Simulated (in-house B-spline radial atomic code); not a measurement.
PBE hybrid excitations of In IV (In3+)

Method: PBE hybrid with 0.6 exact exchange. Computed with an all-electron radial atomic-structure program (B-spline basis): linear response of the closed shell [Kr] 4d10 with the functional's adiabatic kernel; scalar-relativistic (spin-free one-electron X2C), finite nucleus, no spin-orbit coupling, no double excitations, S, P, D and F terms only; shells from n = 2 respond. Only terms of natural parity with L up to 3 were computed.

Command:
```bash
python run_td.py task.json out
```
Settings (radii: box in bohr, nucleus in fm):
```
Z                        49
electrons                46
configuration            [Kr] 4d10
hamiltonian              x2c
method                   pbeh
box_radius               23.08
exact_exchange_fraction  0.6
rms_radius               4.6156
intervals                72
```

Time taken, with all properties: 5.4 s on 1 thread of Arm Neoverse N1 (shared host).

The lowest states, in the order of their Tamm-Dancoff energies; the method's threshold (minus the highest occupied level) is 53.87 eV. Labels give the largest channel, * marks a mixed state, and oscillator strengths are full-response dipole values. Semilocal kernels can invert the small singlet-triplet splittings of Rydberg terms. Energies in eV:

| state | full response | Tamm-Dancoff | oscillator strength |
| --- | --- | --- | --- |
| 4d → 5s 3D | 16.430 | 16.460 | - |
| 4d → 5s 1D | 17.206 | 17.220 | - |
| 4d → 5p 3P | ? | ? | - |
| 4d → 5p 3F | 25.074 | 25.099 | - |
| 4d → 5p 1F | 25.464 | 25.468 | - |
| 4d → 5p 1P | 26.145 | 26.218 | 0.852 |
| 4d → 5d 3S | 35.45 | 35.48 | - |
| 4d → 5d 3D | ? | ? | - |
| 4d → 5d 1D | 36.49 | 36.50 | - |
| 4d → 6s 3D | 37.09 | 37.09 | - |

Task: Where does 4d → 5p 3P lie?

Result: At 24.672 eV in full response, 24.706 eV in Tamm-Dancoff.

Task: Where does 4d → 5d 3D lie?

Result: At 36.20 eV in full response, 36.21 eV in Tamm-Dancoff.

Task: How large is the singlet-triplet splitting of 4d → 5s (D terms) in Tamm-Dancoff?

Result: 0.76 eV, from the unrounded values.

Task: What polarisabilities and dispersion coefficient does the method give?

Result: Dipole 3.283 bohr³, quadrupole 8.662 bohr⁵, C6 14.41 hartree·bohr⁶ for two such species.
